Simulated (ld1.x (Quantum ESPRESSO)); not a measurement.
**Pseudopotential generation for samarium: TM, PBEsol, scalar-relativistic.**

Sm (Z = 62), norm-conserving Troullier–Martins (Kleinman–Bylander form), made with ld1.x (Quantum ESPRESSO) 7.5 (PBEsol, scalar-relativistic). Core [Kr] 4d10 5s2, reference 4f6 5p6 5d0 6s1.5 6p0.5. Waves: 5p (bound): rc 1.50 bohr; 5d (bound, empty): rc 3.45 bohr; 4f (bound): rc 1.25 bohr; 6s (bound): rc 3.40 bohr. Local part: the s channel. Core correction: Bessel-smoothed model core, default radius (core density twice the valence density).

Occupied shells without a wave of their own: 6p. They enter only through the test configuration that unscreens the potential, and ld1.x also counts them in the model core charge.

- Cutoffs needed: 230 Ry and over 300 Ry (the cutoffs (Ry, on a coarse ladder) from which the occupation-weighted sum of valence levels, in a spherical-Bessel basis at the reference potential, stays within 10 and 1 mRy of its value at 400 Ry)
- Ghost test: no extra level below or beside the all-electron valence levels (p, d, f, s tested) (spherical-Bessel basis up to 400 Ry, 20 bohr box)
- Largest excitation error: +159 meV (all-electron minus pseudo) for 4f6 5p6 5d0 6s1 6p0, out of 7 test configurations

ld1.x takes every shell without a wave as core, so the model core holds the 6p electrons as well and exchange and correlation see them twice. This cancels in the reference configuration, but the file is broken for other ones, and its errors say nothing about a proper core correction.
